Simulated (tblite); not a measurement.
C4H3F6NO2.
Atom-mapped SMILES: `[CH3:1][N:2]=[C:3]([O:4][C:5]([F:6])([F:7])[F:8])[O:9][C:10]([F:11])([F:12])[F:13]` (hydrogens: H14, H15, H16 on C1)

Cartesian coordinates in Å at the GFN2-xTB level; atoms count from 1:
```xyz
16
C4H3F6NO2 angstrom
C      1.2681    2.0518   -0.4665
N      0.9130    0.9081    0.3267
C      0.0540    0.0864    0.0001
O     -0.2824   -1.0006    0.7610
C      0.3635   -1.1797    1.9301
F     -0.1139   -2.2775    2.4915
F      1.6737   -1.3398    1.7808
F      0.1818   -0.1782    2.7838
O     -0.6948    0.1321   -1.1668
C     -1.6105   -0.8088   -1.4354
F     -2.1661   -0.5155   -2.6034
F     -1.0962   -2.0332   -1.5373
F     -2.5892   -0.8671   -0.5339
H      0.4064    2.7016   -0.6189
H      1.6420    1.7456   -1.4434
H      2.0432    2.5837    0.0791
```

Calculated harmonic vibrations of the isolated species, GFN2-xTB (tblite), most abundant isotopes, no scaling. Against measured fundamentals such values can be off by several per cent, at times by over 20. One conformer, not necessarily the lowest. The optimisation stopped once no atom felt more than 0.01 eV/Å.

Lowest wavenumbers of the output (negative numbers stand for imaginary wavenumbers):
```
mode    cm-1
  1    -120.6
  2      34.6
  3      42.6
  4      66.9
  5      85.3
  6     102.3
  7     117.8
  8     182.3
```

Q: Is this structure a minimum?

A: No. 1 mode is imaginary beyond 20i (121i cm⁻¹), so at this level the point lies at or near a first-order saddle.

Q: Which atoms move in the imaginary mode?

A: 121i: H15 (methyl hydrogen) 35 %, H14 (methyl hydrogen) 35 %, H16 (methyl hydrogen) 29 %. These are shares of the mass-weighted motion.

Q: What is the remedy?

A: Step along that mode in both directions, optimise again with tighter thresholds and repeat the frequencies. The zero-point energy of this point (51.9 kcal/mol) counts the 41 real modes alone, and thermal corrections from it aren't those of a minimum.
